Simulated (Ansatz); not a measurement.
Reaction (formal hydrolysis of a Ge–F bond): `C#[C][GeH2][F]` + H₂O → `C#[C][GeH2][OH]` + H–F

Computed with Ansatz on PBE0-D4/def2-TZVP structures; ΔE is electronic, products minus reactants. CCSD(T)/CBS adds triple-zeta CCSD(T) − MP2 to the extrapolated MP2 energy (def2 sets, frozen cores). This one scheme is used for every species. Functionals use def2-TZVPP. For Ge outer-core shells are correlated without core-valence functions, which leaves a few kJ/mol of doubt a bond. Scalar relativity is left out up to krypton. Each species was taken in one conformer, which may not be the lowest.

(1) Is it downhill or uphill in electronic energy at CCSD(T)/CBS, and by how much? (An estimate is asked.)

(2) What do these levels give: LDA (SPW92), PBE-D4, ωB97X-V, B2PLYP, revPBE, r2SCAN, LC-ωPBE, RPA@PBE/def2-TZVPP, HF/def2-TZVPP, SCS-MP2/def2-TZVPP, CCSD/def2-TZVPP, CCSD/CBS(def2)? (Estimate.)

(3) What do rigid-rotor, harmonic-oscillator terms from PBE0-D4/def2-TZVP frequencies (298.15 K, 1 bar) make of the CCSD(T)/CBS value? (Estimate.)

Largest T1 diagnostic among the species: 0.013.

Results:

(1) The calculation gave: Uphill: ΔE = +7.9 kcal/mol.

(2) Computed: LDA (SPW92) 7.8, PBE-D4 8.6, ωB97X-V 9.2, B2PLYP 9.0, revPBE 9.4, r2SCAN 9.3, LC-ωPBE 9.3, RPA@PBE/def2-TZVPP 7.9, HF/def2-TZVPP 10.4, SCS-MP2/def2-TZVPP 8.1, CCSD/def2-TZVPP 8.1, CCSD/CBS(def2) 8.2 kcal/mol.

(3) Ansatz gave: ΔZPE = -0.6 kcal/mol, ΔH = +7.5 kcal/mol, ΔS = 0 J/(mol·K), ΔG = +7.5 kcal/mol.

At CCSD(T), def2-SVP lies +1.5 kcal/mol from the extrapolated value and def2-TZVPP −0.1 kcal/mol. Leaving LDA and LC-ωPBE aside and taking each functional with its dispersion term where it has one, the values, not all of them listed here, spread over 1.8 kcal/mol, from PBE-QIDH to B97M-V. LDA lies −1.3 kcal/mol from PBE without D4. In def2-TZVPP, CCSD(T) changes the Hartree–Fock value by −2.6 kcal/mol (the triples alone add −0.3 kcal/mol) and MP2 by −3.1 kcal/mol.
